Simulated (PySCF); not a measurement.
**Electron correlation in Al (aluminium, neutral)**

[Ne] 3s1 3p1 3d1, one real determinant (an excited configuration). Calculation: PySCF 2.14, in x2c-QZVPPall with one added diffuse shell each of s, p, d, f type (10s7p5d3f1g, 86 functions); scalar relativity by spin-free X2C-1e. Frozen: [Ne]; 3 electrons correlated.

```json
{"level": "CCSD", "correlation energy (mhartree)": "-17.84"}
{"level": "(T)", "correlation energy (mhartree)": "-3.28"}
{"level": "CCSD(T)", "correlation energy (mhartree)": "-21.12"}
```

Diagnostics: T1 = 0.055, D1 = 0.1300, largest double amplitude 0.440.

The real determinant used has ⟨L²⟩ near 8 against 12 for a pure F term, so it mixes terms. The outer electron is Rydberg-like, and this basis confines it to a smaller radius and binds it less than a complete one would. T1 exceeds 0.03, a sign that the reference determinant is poor. A double-excitation amplitude exceeds 0.15, a sign of near-degeneracy.

Cost of the coupled-cluster step: roughly 14 core-seconds, for 3 correlated electrons.

Iterations:

```
CC2 = 0
CCSD nocc = (np.int64(3), np.int64(0)), nmo = (81, 81)
frozen orbitals [[0, 1, 2, 3, 4], [0, 1, 2, 3, 4]]
max_cycle = 100
direct = 0
conv_tol = 1e-08
conv_tol_normt = 1e-06
diis_space = 8
diis_start_cycle = 0
Init t2, MP2 energy = -0.00755888249778023
Init E_corr(UCCSD) = -0.00755888250564919
cycle = 1  E_corr(UCCSD) = -0.0104396273698203  dE = -0.00288074486  norm(t1,t2) = 0.0453004
cycle = 2  E_corr(UCCSD) = -0.011807367643057  dE = -0.00136774027  norm(t1,t2) = 0.0297215
cycle = 3  E_corr(UCCSD) = -0.0136266825766172  dE = -0.00181931493  norm(t1,t2) = 0.0226908
cycle = 4  E_corr(UCCSD) = -0.0139360693666808  dE = -0.00030938679  norm(t1,t2) = 0.016433
cycle = 5  E_corr(UCCSD) = -0.0146553028410247  dE = -0.000719233474  norm(t1,t2) = 0.0150669
cycle = 6  E_corr(UCCSD) = -0.0157706149935167  dE = -0.00111531215  norm(t1,t2) = 0.0137336
cycle = 7  E_corr(UCCSD) = -0.0167707061843865  dE = -0.00100009119  norm(t1,t2) = 0.0105105
cycle = 8  E_corr(UCCSD) = -0.018387264403424  dE = -0.00161655822  norm(t1,t2) = 0.0139015
cycle = 9  E_corr(UCCSD) = -0.0173293195202071  dE = 0.00105794488  norm(t1,t2) = 0.00406238
cycle = 10  E_corr(UCCSD) = -0.0178820732234626  dE = -0.000552753703  norm(t1,t2) = 0.002608
cycle = 11  E_corr(UCCSD) = -0.0177865540847174  dE = 9.55191387e-05  norm(t1,t2) = 0.000277184
cycle = 12  E_corr(UCCSD) = -0.0178509416272575  dE = -6.43875425e-05  norm(t1,t2) = 0.000288752
cycle = 13  E_corr(UCCSD) = -0.0178401569723143  dE = 1.07846549e-05  norm(t1,t2) = 5.25021e-05
cycle = 14  E_corr(UCCSD) = -0.0178416165539548  dE = -1.45958164e-06  norm(t1,t2) = 7.61156e-06
cycle = 15  E_corr(UCCSD) = -0.0178412596705383  dE = 3.56883417e-07  norm(t1,t2) = 1.89344e-06
cycle = 16  E_corr(UCCSD) = -0.0178412598137624  dE = -1.43224179e-10  norm(t1,t2) = 1.12358e-06
cycle = 17  E_corr(UCCSD) = -0.0178412636430132  dE = -3.82925072e-09  norm(t1,t2) = 4.07699e-07
UCCSD converged
E(UCCSD) = -242.0547001090917  E_corr = -0.01784126364301316
UCCSD(T) correction = -0.00327959663234686
```

The reference is one real determinant that mixes LS terms of this configuration.
